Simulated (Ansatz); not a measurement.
C₆H₁₃O₃, charge +1, singlet, geometry from GFN2-xTB. Base run: Ansatz (a program for electronic structure) with PBE0/STO-3G.

Geometry (Å):
```xyz
22

C      1.9258     1.6796     1.3102
O      1.0365     0.6901     0.8241
C      1.5484    -0.0194    -0.2809
C      0.4828    -1.0366    -0.7131
C      0.7554    -1.6539    -2.0687
O     -0.7455    -0.2576    -0.8093
C     -1.4484    -0.0121     0.2063
C     -2.5138     1.0026     0.0721
O     -1.2695    -0.6667     1.3071
H      2.1423     2.4238     0.5382
H      1.4261     2.1551     2.1505
H      2.8619     1.2293     1.6496
H      2.4678    -0.5562    -0.0162
H      1.7655     0.6706    -1.1090
H      0.3552    -1.7956     0.0639
H     -0.0285    -2.3589    -2.3304
H      0.8058    -0.8845    -2.8339
H      1.7020    -2.1847    -2.0408
H     -2.2332     1.8914     0.6424
H     -3.4615     0.6410     0.4714
H     -2.6385     1.2917    -0.9686
H     -1.8390    -0.4104     2.0519
```
Charge +1, spin multiplicity 1.
All else is at Ansatz's defaults.
Base energy -455.51772 Eh.

The base run was repeated with changes; each row names its change, and settings that it needs were set with it.

```
change                                                            ΔE vs base (mEh)
----------------------------------------------------------------  ----------------
base                                                                         0.000
lower_state_search = full                                                    0.000
final_grid = 14, 28, 59                                                     -0.001
final_grid = 4, 8, 17                                                       -1.419
point_charge = charge:-1.0 position_ang:-0.6579, -2.7422, 5.9227           -83.080
final_grid = 6, 12, 29                                                      -0.003
final_grid = 10, 20, 41                                                      0.000
forces = on                                                                  0.000
point_charge = charge:0.5 position_ang:-3.1068, 0.2304, -5.9298             38.068
accuracy = high                                                             -0.009
lower_state_search = light                                                   0.000
```
